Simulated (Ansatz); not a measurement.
`[SeH][SnH3]` + CH₃OH → `C[O][SnH3]` + H₂Se at 500 K and 1 bar (ligand exchange at the Sn–Se bond).

Computed with Ansatz on PBE0-D4/def2-TZVP structures; ΔE is electronic, products minus reactants. CBS: MP2 limit from def2 TZ/QZ plus the TZ coupled-cluster correction, frozen cores. This one scheme is used for every species. Elements past krypton have def2 core potentials. For Se, Sn outer-core shells are correlated without core-valence functions, which leaves a few kJ/mol of doubt a bond. Scalar relativity is left out up to krypton.

```csv
species,CCSD(T)/CBS energy (Eh),H − E (kJ/mol),S (J/(mol·K))
`[SeH][SnH3]`,-2617.13827,106.3,358.1
CH₃OH,-115.61712,157.0,265.4
`C[O][SnH3]`,-330.83288,199.9,376.8
H₂Se,-2401.89790,53.1,237.8
```

H − E and S are ideal-gas, rigid-rotor, harmonic terms from PBE0-D4/def2-TZVP. 1 Eh = 2625.50 kJ/mol, R = 8.31446 J/(mol·K).

Problem. By hand: ΔE, ΔH, ΔS and ΔG.

Solution. ΔE = (-330.83288) + (-2401.89790) − (-2617.13827) − (-115.61712) = 0.02461 Eh = 64.6 kJ/mol. Δ(H − E) = 199.9 + 53.1 − 106.3 − 157.0 = -10.3, so ΔH = 54.3 kJ/mol. ΔS = 376.8 + 237.8 − 358.1 − 265.4 = -8.9 J/(mol·K). ΔG = 54.3 − 500 × (-8.9)/1000 = 58.8 kJ/mol.

Problem. By hand: the equilibrium constant, and the temperature at which ΔG would vanish if ΔH and ΔS stayed fixed.

Solution. log₁₀ K = −ΔG/(RT ln 10) = -6.1. ΔH and −TΔS have one sign here, so there is no such temperature.

The number of gas molecules stays the same, so ΔS is small and ΔH decides. A doubt of 5 kJ/mol in ΔE shifts log₁₀ K by 0.5 here. These are equilibria of isolated gas molecules and say nothing of rates. Largest T1 diagnostic: 0.013 (customary marks: 0.02 for closed shells, 0.045 for open ones).
